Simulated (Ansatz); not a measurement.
All values below come from B3LYP-D3(BJ)/def2-TZVP (Ansatz, a program for electronic structure). No frequencies were computed at this level.

Ansatz 0.2 input:
```yaml
crystal:
  periodic: [false, false, false]
  atoms:
    - { symbol: C, position_ang: [1.951807, -0.424853, 0.047063] }
    - { symbol: Al, position_ang: [0.003587, 0.001832, -0.001735] }
    - { symbol: C, position_ang: [-1.340707, -1.469033, 0.093941] }
    - { symbol: C, position_ang: [-0.608167, 1.895496, -0.142358] }
    - { symbol: H, position_ang: [2.511328, 0.073611, -0.751752] }
    - { symbol: H, position_ang: [2.138968, -1.499248, -0.057064] }
    - { symbol: H, position_ang: [2.426845, -0.115682, 0.984415] }
    - { symbol: H, position_ang: [-2.354487, -1.089885, 0.262592] }
    - { symbol: H, position_ang: [-1.380265, -2.064181, -0.824732] }
    - { symbol: H, position_ang: [-1.128576, -2.17775, 0.901671] }
    - { symbol: H, position_ang: [-1.17228, 2.220497, 0.738464] }
    - { symbol: H, position_ang: [0.226762, 2.595338, -0.255509] }
    - { symbol: H, position_ang: [-1.272475, 2.055685, -0.998539] }
basis:
  gaussian: { orbitals: def2-tzvp }
hamiltonian:
  xc: b3lyp
  dispersion: d3bj
relax:
  max_steps: 150
```

Output:

```
Functional definition: B3LYP
1195 factors; their error is unknown
mean field evaluation 1: about -9838.3989 eV, gradient 9.3e1 eV
mean field evaluation 2: about -9828.2138 eV, gradient 1.0e2 eV
mean field evaluation 4: about -9857.8257 eV, gradient 1.3e0 eV
mean field evaluation 8: about -9857.8235 eV, gradient 3.5e-1 eV
mean field evaluation 16: about -9857.8237 eV, gradient 2.7e-5 eV
mean field -9857.82365845 eV, -362.2683375751 hartree, gradient 2.7e-5 eV, S^2 0.000000; 0 other end points of the search recorded, 0 dependent functions left out
reference -9857.82397088 eV, -362.2683490567 hartree; 20, 20 occupied and 164, 164 virtual orbitals, 1195 factors
relax step   1: F+E_penalty+E_count = -9858.19190507 eV  Δ(F+E_penalty+E_count) = +0.000e0 eV  max|allowed force component| = 2.491e-1 eV/Å  Δτ_max = 0.0000 Å  (26 SCF iters, accepted)
these checks for a lower state are left out or cut short: starts, cluster_reference, orbital_swaps, neighbouring_geometries, increment
1195 factors; their error is unknown
mean field -9857.84874301 eV, -362.2692594158 hartree, gradient 8.9e-6 eV, S^2 0.000000; 0 other end points of the search recorded, 0 dependent functions left out
reference -9857.84905314 eV, -362.2692708130 hartree; 20, 20 occupied and 164, 164 virtual orbitals, 1195 factors
relax step   2: F+E_penalty+E_count = -9858.22153895 eV  Δ(F+E_penalty+E_count) = -2.963e-2 eV  max|allowed force component| = 1.294e-1 eV/Å  Δτ_max = 0.0472 Å  (29 SCF iters, accepted)
these checks for a lower state are left out or cut short: starts, cluster_reference, orbital_swaps, neighbouring_geometries, increment
1195 factors; their error is unknown
mean field -9857.85023141 eV, -362.2693141136 hartree, gradient 8.5e-6 eV, S^2 0.000000; 0 other end points of the search recorded, 0 dependent functions left out
reference -9857.85054062 eV, -362.2693254765 hartree; 20, 20 occupied and 164, 164 virtual orbitals, 1195 factors
relax step   3: F+E_penalty+E_count = -9858.22479510 eV  Δ(F+E_penalty+E_count) = -3.256e-3 eV  max|allowed force component| = 2.709e-2 eV/Å  Δτ_max = 0.0194 Å  (29 SCF iters, accepted)
these checks for a lower state are left out or cut short: starts, cluster_reference, orbital_swaps, neighbouring_geometries, increment
1195 factors; their error is unknown
mean field evaluation 32: about -9857.8579 eV, gradient 2.3e-4 eV
mean field -9857.85030709 eV, -362.2693168946 hartree, gradient 8.5e-6 eV, S^2 0.000000; 0 other end points of the search recorded, 0 dependent functions left out
reference -9857.85061626 eV, -362.2693282566 hartree; 20, 20 occupied and 164, 164 virtual orbitals, 1195 factors
relax step   4: F+E_penalty+E_count = -9858.22487061 eV  Δ(F+E_penalty+E_count) = -7.551e-5 eV  max|allowed force component| = 5.964e-3 eV/Å  Δτ_max = 0.0035 Å  (30 SCF iters, accepted)
1195 factors; their error is unknown
mean field -9857.85030709 eV, -362.2693168946 hartree, gradient 2.4e-5 eV, S^2 0.000000; 1 other end points of the search recorded, 0 dependent functions left out
reference -9857.85061626 eV, -362.2693282566 hartree; 20, 20 occupied and 164, 164 virtual orbitals, 1195 factors
Total energy: -9858.22517979 eV, -362.2830932121 hartree
Atom 0 at     1.915762    -0.430945     0.038673 Å, force    -0.004130    -0.004665    -0.002917 eV/Å
Atom 1 at     0.002384     0.000668    -0.002312 Å, force     0.000639    -0.000263    -0.002044 eV/Å
Atom 2 at    -1.329626    -1.436193     0.099311 Å, force    -0.001347     0.005964     0.002851 eV/Å
Atom 3 at    -0.583161     1.868016    -0.141145 Å, force     0.004729    -0.002051     0.000889 eV/Å
Atom 4 at     2.460529     0.080601    -0.760795 Å, force     0.001700     0.000643    -0.000304 eV/Å
Atom 5 at     2.118567    -1.500806    -0.046649 Å, force     0.001911     0.000811     0.000671 eV/Å
Atom 6 at     2.364506    -0.088850     0.978138 Å, force     0.002312     0.001988     0.002299 eV/Å
Atom 7 at    -2.347080    -1.071226     0.256124 Å, force    -0.000670    -0.001991    -0.000285 eV/Å
Atom 8 at    -1.333252    -2.019549    -0.828461 Å, force     0.000670    -0.002303    -0.002008 eV/Å
Atom 9 at    -1.097478    -2.144017     0.900960 Å, force    -0.000635    -0.002107     0.000580 eV/Å
Atom 10 at    -1.152010     2.163085     0.747256 Å, force    -0.002429     0.001781     0.001354 eV/Å
Atom 11 at     0.242172     2.574388    -0.253188 Å, force    -0.001023     0.000939     0.000032 eV/Å
Atom 12 at    -1.258971     2.006655    -0.991456 Å, force    -0.001727     0.001254    -0.001120 eV/Å
Dipole moment:     0.000135     0.000108     0.000095 e Å
```

Cost: very roughly 40 core-seconds.
